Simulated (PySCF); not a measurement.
C3H5ClSi, SMILES C=C=C[SiH2]Cl. The structure is a stationary point at PBE-D3(BJ)/def2-SVP. The structure was generated by enumeration, and PubChem lists no compound with its InChIKey, so it may never have been made. Other conformers were not sampled.

Computed equilibrium geometry at PBE-D3(BJ)/def2-SVP (PySCF confirms it by a frequency run) as bond lengths and angles (one conformer of several):
Atoms: C1 C2 C3 Si4 Cl5 H6 H7 H8 H9 H10. Bond lengths (Å): C1–C2 1.316, C1–H6 1.103, C1–H7 1.103, C2–C3 1.320, C3–Si4 1.870, C3–H8 1.107, Si4–Cl5 2.089, Si4–H9 1.498, Si4–H10 1.502. Angles (°): C2–C1–H6 121.3, C2–C1–H7 121.1, H6–C1–H7 117.6, C1–C2–C3 177.8, C2–C3–Si4 120.5, C2–C3–H8 119.7, Si4–C3–H8 119.8, C3–Si4–Cl5 110.2, C3–Si4–H9 109.2, C3–Si4–H10 110.7, Cl5–Si4–H9 109.0, Cl5–Si4–H10 106.7, H9–Si4–H10 111.1.
Charge 0, spin multiplicity 1.
